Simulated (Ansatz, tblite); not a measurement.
Cost and result up the ladder for W5O21H12 (38 atoms). Total charge 0; singlet. Geometry: PBE-D4/def2-SVP.

```xyz
38

W     0.5478   -0.7355   -0.5248
W    -2.0436   -0.8380    2.0737
W     0.9721    2.7229    0.8675
W    -0.5052   -4.0741   -1.8515
W     2.3160    1.8696   -2.0096
O    -0.8368    0.4056    2.8657
O    -3.6083    0.0764    2.5984
O     1.4348    4.5588    0.5582
O    -0.7761    2.8632    0.8259
O    -0.5045   -1.2506    0.9943
O    -1.5580   -3.6082   -0.5123
O     1.0696   -5.0315   -1.3358
O    -2.8769   -2.0373    0.9266
O    -1.9293   -2.0347    3.5176
O    -2.3246    0.7445    0.4409
O     2.9303    2.2933    0.1169
O     4.0718    2.6737   -2.1376
O     0.8846    2.7524   -1.3268
O     0.9413    0.8286    0.7024
O     1.3843    2.7978    2.7052
O    -0.5077   -2.7561   -3.2076
O    -1.3432   -5.3471   -2.6491
O     1.0455   -2.3877   -0.8763
O     2.0125    1.9309   -3.7058
O    -0.7624   -0.3751   -1.6303
O     2.0490    0.0824   -1.5621
H     0.0679    0.5184    2.4872
H    -4.0699    0.7342    2.0437
H     1.2388    5.0236   -0.2760
H    -1.8157    1.6127    0.5870
H     1.1075   -5.9806   -1.5606
H    -2.4003   -2.7066    0.2744
H    -2.3480   -2.9169    3.4754
H    -2.0676    0.4459   -0.4690
H     3.6051    2.9989    0.1626
H     4.3842    2.8175   -3.0529
H     0.8167    3.1323    3.4236
H    -0.6022   -1.8035   -2.9590
```

Ansatz on 2 threads of AMD EPYC 7R13 on a shared host and a share (18 GiB) of an NVIDIA H100 80GB HBM3; xTB runs through tblite on one thread. Times are rough, summed over both states, and most runs start from the orbitals of an earlier one. PBE0-D4/def2-TZVP serves as the yardstick here, not as an exact answer. The other state is a doublet.

In the def2 sets W takes a core potential; there is no spin–orbit coupling. The xTB rows come from tblite. Single mean-field runs in def2-TZVP are fitted with def2-universal-jkfit. HOMO above LUMO, or a gap near zero within one spin, warns that the state may not be the lowest or that an electron is smeared out.

Raw xTB energies of ions are shifted by several eV.

| level | functions | wall time | vertical IE (eV) | difference from PBE0-D4/def2-TZVP (eV) | remarks |
| --- | --- | --- | --- | --- | --- |
| GFN1-xTB | 153 | 0.47 s | 13.01 | 3.01 | – |
| GFN2-xTB | 141 | 0.67 s | 13.01 | 3.01 | – |
| PBE-D4/def2-TZVP | 923 | 35 s | 9.03 | -0.97 | gap within one spin near zero (+1 doublet) |
| revPBE-D4/def2-TZVP | 923 | 41 s | 8.99 | -1.00 | gap within one spin near zero (+1 doublet) |
| PBE0-D4/def2-TZVP (with forces) | 923 | 49 s | 9.99 | 0.00 | – |
